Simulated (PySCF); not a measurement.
Correlation energy of Ga (gallium, neutral)

[Ar] 3d10 4s2 4p1, 2P determinant. Calculation: PySCF 2.14, in def2-SVP (5s4p3d, 32 functions); the non-relativistic Hamiltonian (point nucleus). Frozen: [Ar] 3d10; 3 electrons correlated.

MP2 pair energies summed by pair of shells (mhartree):

| pair | energy | share (%) |
| --- | --- | --- |
| 4s-4s | -18.07 | 61.5 |
| 4s-4p | -11.31 | 38.5 |

Total MP2 correlation energy: -29.38 mhartree.

Same-spin part -2.00 and opposite-spin part -27.38 mhartree; SCS-MP2 scales them by 1/3 and 6/5 to -33.52 mhartree.

```tsv
level	correlation energy (mhartree)
CCSD	-43.40
(T)	-0.54
CCSD(T)	-43.94
```

Diagnostics: T1 = 0.011, D1 = 0.0259, largest double amplitude 0.100.

Cost of the coupled-cluster step: 0.13 s of wall time on 1 thread of Neoverse-V1 (shared host), for 3 correlated electrons.
